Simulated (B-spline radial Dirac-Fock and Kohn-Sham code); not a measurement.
# Relativistic shifts of the levels of Nd²³⁺

System: neodymium as Nd²³⁺, configuration [Kr] 4d1.

Both columns are ΔSCF binding energies of the configuration average from a radial atomic solver: non-relativistic Hartree-Fock with a point nucleus, and Dirac-Fock with a finite nucleus and the Coulomb interaction alone, averaged over the two j levels with weights 2j+1.

```csv
shell,Hartree-Fock (eV),Dirac-Fock (eV),shift (eV),shift (%)
1s,42197.9,44457.6,+2259.62,+5.35
2s,7289.4,7864.8,+575.43,+7.89
2p,6929.3,7109.0,+179.70,+2.59
3s,2132.3,2267.1,+134.78,+6.32
3p,1975.2,2021.9,+46.68,+2.36
3d,1686.2,1674.6,-11.65,-0.69
4s,887.0,925.6,+38.58,+4.35
4p,817.6,831.2,+13.66,+1.67
4d,713.0,710.9,-2.07,-0.29
```

Relativity binds 1s, 2s, 2p, 3s, 3p, 4s, 4p more strongly, among those listed most of all 2s in relative terms, and 3d, 4d more weakly, because the contracted s and p shells screen the nucleus better.

Values without a named source are computed, but for edge energies of neutral atoms, which are taken from tables.
